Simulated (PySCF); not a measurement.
Ligand exchange on a metal centre used in film growth or etching (Zn F-H). Gas-phase values, no solvent.

The HOMO from two functionals at the same geometries (BP86-D3(BJ)/def2-SVP), both in PySCF: PBE-D3(BJ)/def2-TZVP and B3LYP-D3(BJ)/def2-TZVP. B3LYP has the VWN-RPA correlation part, as in Gaussian. 

```csv
species,B3LYP-D3(BJ)/def2-TZVP (eV)
0 of 2 F replaced by H ([Zn(F)2]),-10.29
1 of 2 F replaced by H,-9.54
2 of 2 F replaced by H ([Zn(H)2]),-7.84
```

What does PBE-D3(BJ)/def2-TZVP give for each?


- 0 of 2 F replaced by H ([Zn(F)2]): -8.58
- 1 of 2 F replaced by H: -8.22
- 2 of 2 F replaced by H ([Zn(H)2]): -6.85
Over these rows, drawn at random from the members with no instability flagged (it was tested for open shells, ions and some series alone), PBE minus B3LYP-D3(BJ): mean +1.34 eV, from +0.99 eV to +1.71 eV.
